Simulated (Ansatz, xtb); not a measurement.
## Two isomers of C7H5NO

Structure a: `C#Cc1ccc(C=O)[nH]1`, a singlet. Structure b: `C#Cc1c[nH]c(C=O)c1`, a singlet. Both are isolated molecules in the gas phase, relaxed with B3LYP-D3(BJ)/def2-SVP; the shapes shown needn't be the lowest conformers.

a (Å):

```xyz
14

C     1.2936   -1.2012   -2.0770
C     1.1688   -1.1569   -0.8697
C     1.0238   -1.1016    0.5384
C     0.9435   -2.1413    1.4809
C     0.8043   -1.5485    2.7503
C     0.8016   -0.1615    2.5665
C     0.6886    0.9432    3.5027
N     0.9352    0.0796    1.2237
O     0.7054    2.1119    3.1619
H     1.4033   -1.2436   -3.1444
H     0.9845   -3.2008    1.2412
H     0.7142   -2.0579    3.7078
H     0.5838    0.6423    4.5740
H     0.9609    1.0150    0.8320
```

b (Å):

```xyz
14

C     0.9191   -3.8348   -0.6358
C     0.6595   -2.7416   -0.1760
C     0.3519   -1.4585    0.3551
C     0.6282   -1.0151    1.6583
C    -0.3817    0.6767    0.5900
C    -0.9295    2.0171    0.4820
C    -0.2897   -0.3762   -0.3152
N     0.1835    0.2568    1.7756
O    -0.9195    2.8154    1.4013
H     1.1486   -4.8013   -1.0423
H     1.1096   -1.5427    2.4783
H     0.2319    0.8600    2.5900
H    -1.3665    2.2702   -0.5147
H    -0.6423   -0.3738   -1.3440
```

Problem. Which of the two would you expect CCSD(T)/def2-SVP + ΔMP2/def2-TZVPP electronic energies to favour?

Solution. CCSD(T)/def2-SVP + ΔMP2/def2-TZVPP gives E(b) − E(a) = +0.07 kcal/mol, slightly favouring structure a, which is too small a margin to settle the true order.

How the difference moves with the method:

```tsv
level	geometry	E(b) − E(a) (kcal/mol)	departure from the last row (kcal/mol)	job, with rough time for the two
GFN2-xTB	GFN2-xTB	+1.38	+1.31	optimisation, 0.41 s
HF/STO-3G	GFN2-xTB	−0.16	−0.23	single point, 2.2 s
r2SCAN-D4/def2-SVP	GFN2-xTB	+0.86	+0.79	single point, 13 s
B3LYP-D3(BJ)/def2-SVP	B3LYP-D3(BJ)/def2-SVP	+0.63	+0.56	optimisation, 3 min
HF/def2-SVP	B3LYP-D3(BJ)/def2-SVP	−0.99	−1.06	part of the CCSD(T) run
MP2/def2-SVP	B3LYP-D3(BJ)/def2-SVP	+0.63	+0.56	part of the CCSD(T) run
CCSD(T)/def2-SVP	B3LYP-D3(BJ)/def2-SVP	−0.23	−0.30	single point
CCSD(T)/def2-SVP + ΔMP2/def2-TZVPP	B3LYP-D3(BJ)/def2-SVP	+0.07		single point, 5.6 min
```

As drawn, both hold the same kinds of bond in the same numbers.

The largest departure from CCSD(T)/def2-SVP + ΔMP2/def2-TZVPP is that of GFN2-xTB, 1.31 kcal/mol. The last row adds to CCSD(T) the change of the MP2 difference between the two basis sets, here +0.30 kcal/mol.

With thermal terms from frequencies at re-optimised GFN2-xTB minima (ideal gas, soft modes damped towards free rotors, one conformer each, 298.15 K, 1 atm): the zero-point term adds −0.05 kcal/mol; ΔH is +0.04 and ΔG +0.06 kcal/mol.

The correlated steps freeze 9 core orbitals. Programs: Ansatz 0.2.0, xtb 6.7.1; the last row on 2 threads of Intel(R) Xeon(R) Processor @ 2.50GHz (Skylake/Cascade Lake) on a shared host.
